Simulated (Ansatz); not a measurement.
In3P3⁺. Charge 1, multiplicity 2. Geometry PBE-D4/def2-SVP, basis def2-TZVP, Ansatz.

| atom | x (Å) | y (Å) | z (Å) |
| --- | --- | --- | --- |
| In1 | 2.378 | 0.587 | 1.103 |
| In2 | -1.169 | -3.210 | 0.802 |
| In3 | -1.863 | 2.830 | -0.912 |
| P4 | 0.518 | 1.420 | -0.892 |
| P5 | 0.857 | -1.531 | -0.053 |
| P6 | -0.722 | -0.097 | -0.049 |

| run | HOMO (eV) | LUMO (eV) |
| --- | --- | --- |
| A | -11.19 | -5.18 |
| B | -9.15 | -7.10 |
| C | -8.29 | -7.72 |
| D | -8.60 | -7.66 |

In the def2 sets In takes a core potential; there is no spin–orbit coupling. LC-ωPBE has ω = 0.4 bohr⁻¹. Another isomer (doublet) lies 0.86 eV lower at PBE0-D4/def2-TZVP; other spin states weren't run for this one.

HOMO and LUMO are taken over both spins.

Problem. The runs used LC-ωPBE, PBE, PBE0, r2SCAN. Estimate which is which.

Solution. A LC-ωPBE (range-separated); B PBE0 (25 % exact exchange); C PBE (0 % exact exchange); D r2SCAN (0 % exact exchange). Exact exchange lowers occupied and raises empty levels; among semilocal functionals meta-GGAs tend to open the gap a little, and such runs are hard to tell apart. The gap grows from 0.58 eV (PBE) to 6.01 eV (LC-ωPBE). At LC-ωPBE/def2-TZVP the charge 1 doublet is spin-contaminated (final ⟨S²⟩ up to 0.91, 0.75 for a pure state).
